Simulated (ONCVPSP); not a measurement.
## Transferability test, ONCV potential for In

```json
{
  "Element": "In (Z = 49)",
  "Generator": "ONCVPSP 4.0.1",
  "Type": "optimised norm-conserving Vanderbilt (ONCV)",
  "Functional": "PBEsol",
  "Relativity": "fully relativistic",
  "Frozen core": "[Kr] 4d10",
  "Valence charge": "3",
  "Reference configuration": "5s1.5 5p1.5",
  "Partial waves": "5s: rc 2.10 bohr, ncon 4, nbas 9, qcut 3.3 1/bohr, 3 projectors, debl 3.2 Ha; 5p: rc 2.10 bohr, ncon 5, nbas 9, qcut 4.5 1/bohr, local; d scattering state at 0.37 Ha: rc 2.65 bohr, ncon 4, nbas 8, qcut 3 1/bohr, 2 projectors, debl 1.4 Ha",
  "Local potential": "the p channel",
  "Core correction": "none"
}
```

Open shells are filled in proportion to 2j + 1.

Energies are relative to the spin-unpolarised reference configuration 5s1.5 5p1.5; without spin polarisation the order of configurations can differ from experiment. The p channel is local and has no spin–orbit splitting in the pseudo-atom.

```
valence configuration  charge  ΔE all-electron (eV)  error AE − PS (meV)
              5s2 5p1       0                -2.898                 +9.2
            5s2 5p0.5    +0.5                -0.952                  +18
```

What are ΔE and the potential's error for 5s1 5p0?

ΔE = 21.753 eV all-electron; the error (AE − PS) is +48 meV.

What are ΔE and the potential's error for 5s2 5p0?

ΔE = 2.474 eV all-electron; the error (AE − PS) is +29 meV.

Levels in the configuration 5s2 5p0:

```json
{"level": "5s j=1/2", "all-electron (eV)": "-14.983", "pseudo (eV)": "-15.011"}
```

Note: ghosts flagged at negative energy: d5/2 at -137.4 eV, d3/2 at -176.7 eV; GHOST(+) flagged for s at 244.3 eV, d3/2 at 322.7 eV, d5/2 at 327.4 eV, d3/2 at 565.7 eV, d5/2 at 570.6 eV. A true bound ghost makes a file unfit for plane-wave use.
